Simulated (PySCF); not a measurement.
BHandHLYP on Sb- (antimony, charge -1), [Kr] 4d10 5s2 5p4, high-spin 3P determinant. Calculation: PySCF 2.14, in x2c-QZVPPall with one added diffuse shell each of s, p, d, f type (14s10p8d5f1g, 128 functions); scalar relativity by spin-free X2C-1e.

```
cycle= 1 E= -6480.83173879373  delta_E= -0.0118  |g|= 0.0307  |ddm|= 0.227
cycle= 2 E= -6480.83211015736  delta_E= -0.000371  |g|= 0.0273  |ddm|= 0.0494
cycle= 3 E= -6480.83227651325  delta_E= -0.000166  |g|= 0.0041  |ddm|= 0.0251
cycle= 4 E= -6480.83231542653  delta_E= -3.89e-05  |g|= 0.00192  |ddm|= 0.0152
cycle= 5 E= -6480.83232861583  delta_E= -1.32e-05  |g|= 0.000739  |ddm|= 0.00965
cycle= 6 E= -6480.83233172809  delta_E= -3.11e-06  |g|= 0.000121  |ddm|= 0.00676
cycle= 7 E= -6480.8323317946  delta_E= -6.65e-08  |g|= 1.01e-05  |ddm|= 0.00108
cycle= 8 E= -6480.83233179478  delta_E= -1.78e-10  |g|= 1.67e-06  |ddm|= 4.18e-05
converged SCF energy = -6480.83233179478  <S^2> = 2.0083058  2S+1 = 3.0055321
```

Highest occupied orbital energy: 0.101 eV; ⟨L²⟩ = 2.04; populations by l: s 10.00, p 22.00, d 20.00, f 0.00.

(1) Can this result be used?

Answers

(1) With care. Self-consistency was reached. At BHandHLYP the highest occupied level has a positive energy, so only the finite basis holds that electron; in a semilocal or global hybrid functional this comes from self-interaction and does not mean that the real anion is unbound.
